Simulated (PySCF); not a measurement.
Molecule: SMILES P[SiH](P)B(Cl)Cl, BCl₂H₅P₂Si.

Bonds (- single, = double, # triple, : aromatic): P1-Si2, Si2-P3, Si2-B4, B4-Cl5, B4-Cl6. P1 carries H7, H8; Si2 carries H9; P3 carries H10, H11.

Frames of a GFN2-xTB Langevin trajectory at 400 K; GIAO PBE0/pcSseg-1 shieldings in PySCF 2.14, gas phase, non-relativistic; equivalent atoms averaged within each frame.

δ = σ(ref) − σ, references computed at the same level: 31P (σ = 318.38 ppm) vs H3PO4; 29Si (σ = 349.16 ppm) and 1H (σ = 31.72 ppm) vs TMS; 11B (σ = 100.07 ppm) vs BF3·OEt2; HCl for 35Cl (σ = 949.78 ppm). The references are static minima.

Question: How do the shifts (ppm) fluctuate along the trajectory?

Answer: 
```
         time (fs)   P1/P3    Si2    B4  Cl5/Cl6    H9  H7/H8/H10/H11
               250  -255.1  -34.4  76.9      419  6.26           1.96
               425  -278.2  -66.5  77.2      400  4.60           1.68
               625  -287.2  -58.8  75.7      388  4.79           2.18
               800  -280.3  -58.7  72.0      341  4.53           1.99
              1000  -294.8  -60.7  70.3      388  5.66           1.21
    mean of frames  -279.1  -55.8  74.4      387  5.17           1.80
standard deviation    14.9   12.4   3.1       29  0.76           0.37
```

5 frames give an uncertainty of the mean of about the standard deviation over 2.2 at best, since frames this close in time may not be independent; classical motion lacks zero-point vibration, and the reference would need the same averaging.
